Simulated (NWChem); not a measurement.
System: PbIBr, singlet; SMILES [Pb]([I])[Br]

The following NWChem deck was run.

```
start job
memory heap 200 mb stack 900 mb global 1100 mb
geometry units angstroms noautoz
  Pb     0.847199     0.429189     0.000000
  Br    -1.179254     2.140159     0.000000
  I     -0.504461    -2.082400     0.000000
end
basis spherical
  Pb library def2-svp
  Br library def2-svp
  I library def2-svp
end
ecp
  I library def2-ecp
  Pb library def2-ecp
end
dft
  xc optx lyp
  iterations 150
  mulliken
end
task dft energy
```

Output (shortened):

```
             Northwest Computational Chemistry Package (NWChem) 7.3.0
             --------------------------------------------------------

 CS  symmetry detected

                             Geometry "geometry" -> ""
                             -------------------------

 Output coordinates in angstroms (scale by  1.889725989 to convert to a.u.)

  No.       Tag          Charge          X              Y              Z
 ---- ---------------- ---------- -------------- -------------- --------------
    1 Pb                  82.0000     0.83374353     0.44011292     0.00000000
    2 Br                  35.0000    -1.21170721     2.12832540     0.00000000
    3 I                   53.0000    -0.48975881    -2.08642733     0.00000000

 Effective nuclear repulsion energy (a.u.)    1608.5271435420

      Symmetry information
      --------------------

 Group name             Cs
 Group number              2
 Group order               2
 No. of unique centers     3

                                 NWChem DFT Module
                                 -----------------

 Summary of "ao basis" -> "ao basis" (spherical)
 ------------------------------------------------------------------------------
       Tag                 Description            Shells   Functions and Types
 ---------------- ------------------------------  ------  ---------------------
 Pb                         def2-svp                10       26   4s4p2d
 Br                         def2-svp                12       32   5s4p3d
 I                          def2-svp                10       26   4s4p2d

      Symmetry analysis of basis
      --------------------------

        a'         58
        a"         26

            General Information
            -------------------
          SCF calculation type: DFT
          Wavefunction type:  closed shell.
          No. of atoms     :     3
          No. of electrons :    82
           Alpha electrons :    41
            Beta electrons :    41
          Charge           :     0
          Spin multiplicity:     1
          Use of symmetry is: on ; symmetry adaption is: on
          Maximum number of iterations: 150
          AO basis - number of functions:    84
                     number of shells:    32
          Convergence on energy requested:  1.00D-06
          Convergence on density requested:  1.00D-05
          Convergence on gradient requested:  5.00D-04

              XC Information
              --------------
                        Slater Exchange Functional  1.052 local
                      OPTX     Exchange Functional  1.432 non-local
              Lee-Yang-Parr Correlation Functional  1.000

             Grid Information
             ----------------
          Grid used for XC integration:  medium
          Radial quadrature: Mura-Knowles
          Angular quadrature: Lebedev.
          Tag              B.-S. Rad. Rad. Pts. Rad. Cut. Ang. Pts.
          ---              ---------- --------- --------- ---------
          Pb                  1.80      123          10.0       590
          Br                  1.15      112          11.0       590
          I                   1.40      123          11.0       590
          Grid pruning is: on
          Number of quadrature shells:   358
          Spatial weights used:  Erf1

      Superposition of Atomic Density Guess
      -------------------------------------

 Sum of atomic energies:       -3138.57302167

      Non-variational initial energy
      ------------------------------

 Total energy =   -3060.595617
 1-e energy   =   -5162.407382
 2-e energy   =    1737.850449
 HOMO         =      -0.300548
 LUMO         =      -0.051643

      Symmetry analysis of molecular orbitals - initial
      -------------------------------------------------

  Numbering of irreducible representations:

     1 a'          2 a"

  Orbital symmetries:

     1 a'          2 a'          3 a'          4 a'          5 a"
     6 a'          7 a'          8 a'          9 a'         10 a"
    11 a'         12 a'         13 a'         14 a"         15 a'
    16 a'         17 a"         18 a'         19 a'         20 a"
    21 a'         22 a"         23 a'         24 a'         25 a"
    26 a'         27 a"         28 a'         29 a'         30 a'
    31 a"         32 a"         33 a'         34 a'         35 a'
    36 a'         37 a"         38 a'         39 a"         40 a'
    41 a'         42 a"         43 a'         44 a'         45 a'
    46 a'         47 a'         48 a"         49 a'         50 a"
    51 a'

     ---------------------------------------------
      Total Density - Mulliken Population Analysis
     ---------------------------------------------

    Atom       Charge   Shell Charges
 -----------   ------   -------------------------------------------------------
    1 Pb  22    20.70   2.99 -0.94  1.22  0.69  3.38  2.60  0.43  0.27  9.73  0.32
    2 Br  35    35.68   2.00  2.00  2.00  1.38  0.59  6.00  5.99  2.44  3.26  8.23  1.73  0.05
    3 I   25    25.63   1.83  0.22  1.24  0.68  2.92  3.14  2.73  2.87  9.83  0.18

   convergence    iter        energy       DeltaE   RMS-Dens  Diis-err
 ---------------- ----- ----------------- --------- --------- ---------
 d= 0,ls=0.0,diis     1  -3065.6764840339 -3.43D+03  3.55D-02  4.26D-01
 d= 0,ls=0.0,diis     2  -3065.0189149966  6.58D-01  2.44D-02  3.39D+00
 d= 0,ls=0.0,diis     3  -3065.7601090235 -7.41D-01  3.50D-03  1.78D-02
 d= 0,ls=0.0,diis     4  -3065.7624039285 -2.29D-03  1.31D-03  9.19D-03
 d= 0,ls=0.0,diis     5  -3065.7637247744 -1.32D-03  3.45D-04  2.01D-04
  Resetting Diis
 d= 0,ls=0.0,diis     6  -3065.7637387957 -1.40D-05  1.93D-04  1.30D-04
 d= 0,ls=0.0,diis     7  -3065.7637692633 -3.05D-05  3.91D-05  1.83D-06
 d= 0,ls=0.0,diis     8  -3065.7637689812  2.82D-07  2.99D-05  3.13D-06
 d= 0,ls=0.0,diis     9  -3065.7637694726 -4.91D-07  8.48D-06  3.42D-07

         Total DFT energy =    -3065.763769472626
      One electron energy =    -5165.926805278496
           Coulomb energy =     1867.195857168721
    Exchange-Corr. energy =     -130.994137483131
 Nuclear repulsion energy =      363.961316120279

 Numeric. integr. density =       82.000000530737

                  Occupations of the irreducible representations
                  ----------------------------------------------

                     irrep           alpha         beta
                     --------     --------     --------
                     a'               29.0         29.0
                     a"               12.0         12.0

                       DFT Final Molecular Orbital Analysis
                       ------------------------------------

 Vector   39  Occ=2.000000D+00  E=-2.292569D-01  Symmetry=a'
              MO Center= -7.8D-01,  8.1D-01,  3.8D-15, r^2= 5.8D+00
   Bfn.  Coefficient  Atom+Function         Bfn.  Coefficient  Atom+Function
  ----- ------------  ---------------      ----- ------------  ---------------
    41      0.416790  2 Br px                38      0.362577  2 Br px
    70      0.291906  3 I  py                42      0.273079  2 Br py
    73      0.246629  3 I  py                35     -0.240449  2 Br px
    39      0.241592  2 Br py                 3     -0.211639  1 Pb s
    69      0.177493  3 I  px                72      0.167321  3 I  px

 Vector   40  Occ=2.000000D+00  E=-2.283400D-01  Symmetry=a"
              MO Center= -5.3D-01, -1.4D+00, -2.3D-14, r^2= 4.2D+00
   Bfn.  Coefficient  Atom+Function         Bfn.  Coefficient  Atom+Function
  ----- ------------  ---------------      ----- ------------  ---------------
    71      0.557618  3 I  pz                74      0.493265  3 I  pz
    43     -0.236277  2 Br pz                68     -0.226216  3 I  pz
    40     -0.202687  2 Br pz                65     -0.183248  3 I  pz
    37      0.134640  2 Br pz                13      0.090491  1 Pb pz
    16      0.060210  1 Pb pz                18      0.054351  1 Pb d -1

 Vector   41  Occ=2.000000D+00  E=-2.189825D-01  Symmetry=a'
              MO Center= -5.2D-01, -1.6D+00, -2.0D-15, r^2= 3.7D+00
   Bfn.  Coefficient  Atom+Function         Bfn.  Coefficient  Atom+Function
  ----- ------------  ---------------      ----- ------------  ---------------
    69      0.528507  3 I  px                72      0.466607  3 I  px
    70     -0.246617  3 I  py                73     -0.215130  3 I  py
    66     -0.213865  3 I  px                42     -0.205226  2 Br py
    39     -0.176654  2 Br py                63     -0.173141  3 I  px
    36      0.116675  2 Br py                67      0.099383  3 I  py

 Vector   42  Occ=0.000000D+00  E=-1.308875D-01  Symmetry=a"
              MO Center=  6.3D-01,  3.5D-01, -1.8D-13, r^2= 4.4D+00
   Bfn.  Coefficient  Atom+Function         Bfn.  Coefficient  Atom+Function
  ----- ------------  ---------------      ----- ------------  ---------------
    13      0.595221  1 Pb pz                16      0.529631  1 Pb pz
    43     -0.231813  2 Br pz                74     -0.227898  3 I  pz
    10     -0.194797  1 Pb pz                71     -0.194639  3 I  pz
     7     -0.187879  1 Pb pz                40     -0.165025  2 Br pz
    37      0.108894  2 Br pz                68      0.078929  3 I  pz

 Vector   43  Occ=0.000000D+00  E=-7.335446D-02  Symmetry=a'
              MO Center=  6.2D-01,  2.0D-01, -5.7D-16, r^2= 5.9D+00
   Bfn.  Coefficient  Atom+Function         Bfn.  Coefficient  Atom+Function
  ----- ------------  ---------------      ----- ------------  ---------------
    14      0.670426  1 Pb px                11      0.483180  1 Pb px
    73      0.454457  3 I  py                 3     -0.421034  1 Pb s
    42     -0.310444  2 Br py                62      0.266449  3 I  s
    15      0.257001  1 Pb py                70      0.250353  3 I  py
     1      0.193110  1 Pb s                 12      0.191663  1 Pb py

 Vector   44  Occ=0.000000D+00  E=-5.470817D-02  Symmetry=a'
              MO Center=  6.6D-01,  4.0D-01, -7.4D-16, r^2= 5.6D+00
   Bfn.  Coefficient  Atom+Function         Bfn.  Coefficient  Atom+Function
  ----- ------------  ---------------      ----- ------------  ---------------
    15      0.769514  1 Pb py                12      0.511590  1 Pb py
    41     -0.381420  2 Br px                72      0.292687  3 I  px
    31     -0.287152  2 Br s                 14     -0.264572  1 Pb px
    73      0.231931  3 I  py                62      0.230095  3 I  s
    38     -0.202227  2 Br px                11     -0.177587  1 Pb px

     ---------------------------------------------
      Total Density - Mulliken Population Analysis
     ---------------------------------------------

    Atom       Charge   Shell Charges
 -----------   ------   -------------------------------------------------------
    1 Pb  22    21.40   3.01 -0.94  1.47  0.39  3.38  2.64  0.87  0.48  9.69  0.42
    2 Br  35    35.33   2.00  2.00  1.99  1.46  0.53  6.00  5.98  2.36  3.00  8.22  1.71  0.08
    3 I   25    25.27   1.83  0.22  1.37  0.56  2.94  3.12  2.64  2.58  9.80  0.22

     -------------------------------------------
      Total Density - Lowdin Population Analysis
     -------------------------------------------

    Atom       Charge   Shell Charges
 -----------   ------   -------------------------------------------------------
    1 Pb  22    21.71   1.49  0.48  1.18  0.74  3.09  2.71  0.98  0.81  9.32  0.91
    2 Br  35    35.17   2.00  2.00  1.96  1.16  0.76  5.99  5.81  2.47  2.99  7.86  2.01  0.15
    3 I   25    25.13   1.25  0.74  1.09  0.82  2.77  3.19  2.54  2.72  9.48  0.54

     Multipole analysis of the density
     ---------------------------------

     L   x y z        total         alpha         beta         nuclear
     -   - - -        -----         -----         ----         -------
     0   0 0 0      0.000000    -41.000000    -41.000000     82.000000

     1   1 0 0      1.543366     35.080948     35.080948    -68.618530
     1   0 1 0      0.261745    -30.117206    -30.117206     60.496157
     1   0 0 1     -0.000000     -0.000000     -0.000000      0.000000

     2   2 0 0    -52.648039   -156.092241   -156.092241    259.536443
     2   1 1 0      2.563561    102.419483    102.419483   -202.275405
     2   1 0 1      0.000000      0.000000      0.000000      0.000000
     2   0 2 0    -59.105700   -514.561909   -514.561909    970.018117
     2   0 1 1     -0.000000     -0.000000     -0.000000      0.000000
     2   0 0 2    -51.951426    -25.975713    -25.975713      0.000000
```

Level: OLYP/def2-SVP with def2 effective core potentials on I, Pb. Low-valent species are run as closed-shell singlets; no triplet was tried in these runs. Coordinates come from a PBE-D3(BJ)/def2-SVP optimisation. def2 effective core potentials on I, Pb; no spin-orbit coupling.
